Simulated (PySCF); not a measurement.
**Identify the compound**

The spectra below were simulated for a compound C₃H₈BF₃S₂.

¹H NMR (400 MHz, computed): δ 3.03 (br, 2H), 2.09 (s, 6H).

¹³C{¹H} NMR (computed): δ 140.7, 25.5.

No solvent model, one conformer, non-relativistic Hamiltonian, rapidly exchanging positions averaged. Geometry: PBE0-D3(BJ)/def2-SVP; PBE0/pcSseg-1 with gauge-including orbitals; PySCF 2.14.

Referencing at the same level of theory: ¹H (σ = 31.27 ppm) and ¹³C (σ = 184.41 ppm) vs TMS.

What is the structure?

## Answers


1. 2 carbon signals for 3 carbons: some carbons are equivalent by symmetry or fast rotation.
2. Carbon types of the structure: 1 × C, 2 × CH3, leaving 2 H on heteroatoms.
3. δC 140.7: CF3 carbon; 3 electronegative neighbours deshield it.
4. δC 25.5: methyl carbon bonded to S.
5. δH 3.03: hydrogen on a boron bonded to 2 S.
6. δH 2.09: hydrogen on a methyl carbon bonded to S.

These data were computed for SMILES [BH2-]([S+](C)C)SC(F)(F)F.

This is the structure that produced the data.

Hydrogens on boron are broadened and split by ¹¹B (spin 3/2, 80 %) and 10B (spin 3). Splittings by ¹⁹F in the carbon and heteronuclear signals aren't shown, as no couplings were computed. Shifts are as computed. Against solution values, carbons near 30 ppm lie about +2 ppm off and those near 130 ppm about +5 ppm. Of 1211 compounds with measured shifts, 218 miss one by over three times the rms of a fit or turn the order of signals round; such compounds aren't used in these exercises. Multiplicities follow the n + 1 count of equivalent neighbours, as no J values were calculated; m marks all less simple cases, F and P coupling included.
